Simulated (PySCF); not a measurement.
C4H3Cl2F. Atoms are numbered in the order given.

```xyz
10

F     -1.5783    -0.4114     0.0000
C     -0.5176     0.3930     0.0000
C      0.7870    -0.2277     0.0000
C      1.1112    -1.5303     0.0000
Cl     0.0339    -2.8635     0.0000
C     -0.7616     1.7171     0.0000
Cl     0.4658     2.9141     0.0000
H      1.6225     0.4761     0.0000
H      2.1604    -1.8332     0.0000
H     -1.7873     2.0885     0.0000
```

The structure is a stationary point at PBE0-D3(BJ)/def2-SVP. The structure was generated by enumeration; whether it is a known compound was not checked. One conformer was computed; it need not be the lowest.

Level of theory: B3LYP/pcSseg-1 (PySCF).

GIAO shieldings, no solvent; atoms alike by connectivity are averaged. δ = σ(ref) − σ: ¹⁹F against CFCl3 (σ = 161.7 ppm); ¹³C against TMS (σ = 181.3 ppm); ³⁵Cl against HCl (σ = 933.3 ppm); ¹H against TMS (σ = 31.68 ppm), references at their B3LYP-D3(BJ)/def2-TZVP geometries, non-relativistic (without spin–orbit terms, shifts of atoms bonded to Cl or Br come out too high).

Computed chemical shifts:
```json
[
 {"nucleus": "¹⁹F", "atoms": "F1", "count": "1", "δ (ppm)": "-137.2"},
 {"nucleus": "¹³C", "atoms": "C2", "count": "1", "δ (ppm)": "170.0"},
 {"nucleus": "¹³C", "atoms": "C4", "count": "1", "δ (ppm)": "140.0"},
 {"nucleus": "¹³C", "atoms": "C3", "count": "1", "δ (ppm)": "124.6"},
 {"nucleus": "¹³C", "atoms": "C6", "count": "1", "δ (ppm)": "120.9"},
 {"nucleus": "³⁵Cl", "atoms": "Cl5", "count": "1", "δ (ppm)": "242.1"},
 {"nucleus": "³⁵Cl", "atoms": "Cl7", "count": "1", "δ (ppm)": "147.8"},
 {"nucleus": "¹H", "atoms": "H8", "count": "1", "δ (ppm)": "6.67"},
 {"nucleus": "¹H", "atoms": "H9", "count": "1", "δ (ppm)": "6.43"},
 {"nucleus": "¹H", "atoms": "H10", "count": "1", "δ (ppm)": "6.20"}
]
```
